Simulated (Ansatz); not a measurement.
H7NSi2, SMILES `N[SiH2][SiH3]` (charge 0, multiplicity 1).

Cartesian coordinates (Å):
SMILES: N[SiH2][SiH3]
```xyz
10

N      1.8188    -0.3557     0.4345
Si     0.5526     0.7260    -0.0270
Si    -1.5714    -0.2525    -0.2687
H      1.8091    -0.7441     1.3648
H      2.1305    -1.0478    -0.2290
H      0.4658     1.7875     1.0129
H      0.9374     1.3416    -1.3264
H     -1.5365    -1.3220    -1.3065
H     -2.6024     0.7471    -0.6671
H     -2.0040    -0.8800     1.0124
```
Charge 0, spin multiplicity 1.

Frozen-core energies in 6-31g from Ansatz (a first-principles code) at a geometry from PBE0-D3(BJ)/def2-TZVP; the HF reference has <S^2> = 0.00 and the T1 diagnostic is 0.010.

```csv
level,energy (Ha)
HF,-636.24485
MP2,-636.46534
CCSD,-636.50734
CCSD(T),-636.51176
```

**Question.** Estimate the energies of CCSDT, CCSDT(Q) and CCSDTQ, and give each level's difference from CCSDTQ.

**Answer.** 
| level | energy (Ha) | difference from CCSDTQ (mHa) |
|---|---|---|
| MP2 | -636.46534 | 47.62 |
| CCSD | -636.50734 | 5.62 |
| CCSD(T) | -636.51176 | 1.20 |
| CCSDT | -636.51250 | 0.46 |
| CCSDT(Q) | -636.51298 | -0.02 |
| CCSDTQ | -636.51296 | 0.00 |
